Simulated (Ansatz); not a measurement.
Job for Ansatz (a program for electronic structure): U-PBE/cc-pVTZ on CH5Ga (SMILES [CH3][GaH2]), a point of a bond scan (R = 4.553 Å).

Ansatz 0.2 input:
```yaml
crystal:
  periodic: [false, false, false]
  atoms:
    - {symbol: C, position_ang: [-1.56095123, -0.12280766, 0.00123703]}
    - {symbol: Ga, position_ang: [2.97813992, 0.22814722, -0.00472807]}
    - {symbol: H, position_ang: [-1.98854607, 0.49917965, -0.78831952]}
    - {symbol: H, position_ang: [-1.90125078, -1.14877881, -0.13142206]}
    - {symbol: H, position_ang: [-1.95364954, 0.25454584, 0.94939406]}
    - {symbol: H, position_ang: [3.64994476, 1.65308648, 0.04851735]}
    - {symbol: H, position_ang: [3.90078902, -1.04767955, -0.05028394]}
basis:
  gaussian:
    orbitals: cc-pVTZ
hamiltonian:
  xc: {name: PBE}
magnetization: {spin_polarized: true, initial_magnetization: 0}
```

Task: Give the final energy of this run.

Result: -1965.5003 hartree. Its determinant has ⟨S²⟩ = 0.92, a mixture of spin states.

Task: How many basis functions does it have, and what does it roughly cost on one machine?

Result: 143 functions; very roughly 8 core-seconds.
